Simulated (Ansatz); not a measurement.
Input for Ansatz (a first-principles code): U-PBE/def2-TZVPP on BH2 (SMILES [BH2]), 2S+1 = 2, atoms moved off the minimum.

Ansatz 0.2 input:
```yaml
crystal:
  periodic: [false, false, false]
  atoms:
    - {symbol: B, position_ang: [-0.01433443, 0.24817468, 0.03204540]}
    - {symbol: H, position_ang: [-1.15446762, -0.44909306, 0.04306469]}
    - {symbol: H, position_ang: [1.10625625, -0.19499365, -0.07308110]}
basis:
  gaussian:
    orbitals: def2-TZVPP
hamiltonian:
  xc: {name: PBE}
magnetization: {spin_polarized: true, initial_magnetization: 1}
output: {forces: true}
```

The log:

```
WARN ansatz: RAYON_NUM_THREADS=1 ignored (pool sized by the plan → 1); use --threads N
Functional definition: PBE
integrals: 0.00 GiB planned
287 factors; their error is unknown
mean field: 0.10 GiB planned
mean field evaluation 1: about -703.4062 eV, gradient 9.6e0 eV
mean field evaluation 2: about -703.8103 eV, gradient 6.4e0 eV
mean field evaluation 4: about -704.1453 eV, gradient 1.7e-1 eV
mean field evaluation 8: about -704.1374 eV, gradient 2.8e-3 eV
mean field evaluation 16: about -702.8510 eV, gradient 4.0e0 eV
mean field -704.13736539 eV, -25.8765708965 hartree, gradient 6.4e-6 eV, S^2 0.751701; 0 other end points of the search recorded, 0 dependent functions left out
the calculation of the forces begins
reference -704.13740029 eV, -25.8765721791 hartree; 4, 3 occupied and 55, 56 virtual orbitals, 287 factors
Total energy: -704.13740029 eV, -25.8765721791 hartree
Atom 0 at    -0.014334     0.248175     0.032045 Å, force    -1.721098    -1.277053    -0.002124 eV/Å
Atom 1 at    -1.154468    -0.449093     0.043065 Å, force     1.923776     1.186620    -0.017749 eV/Å
Atom 2 at     1.106256    -0.194994    -0.073081 Å, force    -0.202677     0.090433     0.019873 eV/Å
Dipole moment:     0.037187    -0.085917    -0.009439 e Å
```

The run converged.

Cost: very roughly 0.6 core-seconds.
